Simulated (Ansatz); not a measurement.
Abridged output of a molecular run in Ansatz:

```
Functional definition: HF
2727 factors; integrals over basis functions are off by at most 1.2e-3 eV
mean field evaluation 1: about -57702.1373 eV, gradient 5.4e1 eV
mean field evaluation 2: about -57702.1537 eV, gradient 5.4e1 eV
mean field evaluation 4: about -57710.0611 eV, gradient 6.1e0 eV
mean field evaluation 8: about -57710.1997 eV, gradient 2.1e-4 eV
mean field -57710.19972150 eV, -2120.8107223866 hartree, gradient 1.3e-6 eV, S^2 0.000000; 0 other end points of the search recorded, 0 dependent functions left out
37 core orbitals not correlated: weight in the atoms' cores, before any rotation towards them, 1.000 or more for the frozen orbitals, at most 0.000 for the correlated occupied ones
reference -57710.19972150 eV, -2120.8107223866 hartree; 36, 36 occupied and 198, 198 virtual orbitals, 2727 factors
second order -33.62047987 eV of doubles, -0.00000000 eV of singles
cycle   1  -36.00193972 eV  change    -2.4e0 eV  update   1.6e-1
cycle   2  -37.33864776 eV  change    -1.3e0 eV  update   4.8e-2
cycle   3  -37.59024357 eV  change   -2.5e-1 eV  update   2.2e-2
cycle   4  -37.57582166 eV  change    1.4e-2 eV  update   5.1e-3
cycle   5  -37.57392786 eV  change    1.9e-3 eV  update   2.1e-3
cycle   6  -37.57399816 eV  change   -7.0e-5 eV  update   5.4e-4
cycle   7  -37.57367353 eV  change    3.2e-4 eV  update   2.6e-4
cycle   8  -37.57367899 eV  change   -5.5e-6 eV  update   8.2e-5
perturbative correction -1.12444214 eV, -0.0413224865 hartree
Total energy: -57748.89784262 eV, -2122.2328521076 hartree
```

Its atoms:

```xyz
29

Si   -0.0064   -1.9969    1.8408
N     0.8981   -0.5503    1.5345
Si    2.4385   -0.2911    2.2771
Sn    0.0854    0.9156    0.4007
N    -1.8290    0.3356    0.0955
Si   -2.2860   -0.3413   -1.4333
Si   -3.0091    0.6269    1.3260
N     0.9789    0.7298   -1.4053
Si    2.0174   -0.6238   -1.7115
Si    0.7856    1.9845   -2.5801
H     0.8820   -2.9103    2.6116
H    -0.4222   -2.6642    0.5802
H    -1.2278   -1.7317    2.6489
H     2.3421   -0.2298    3.7616
H     3.4111   -1.3569    1.9221
H     2.9500    1.0200    1.7839
H     0.2306    2.4633    1.0789
H    -2.1550    0.6435   -2.5415
H    -3.7161   -0.7411   -1.3213
H    -1.4684   -1.5335   -1.7759
H    -4.0352    1.6161    0.8958
H    -3.7107   -0.6200    1.7274
H    -2.2862    1.1812    2.5067
H     3.2282   -0.6057   -0.8464
H     2.4496   -0.5267   -3.1332
H     1.3165   -1.9163   -1.4986
H     2.0654    2.6915   -2.8608
H     0.2556    1.4624   -3.8664
H    -0.1828    2.9691   -2.0174
```

Q: Which basis set was used?
A. def2-QZVPP
B. def2-SVP
C. def2-SVPD
D. cc-pV(T+d)Z

A: B. It gives 271 functions.

Q: Write the keys of the input that set method, charge and spin (a neutral closed shell needs none for the last two).

A: 
```yaml
correlation: {method: ccsd_t}
```
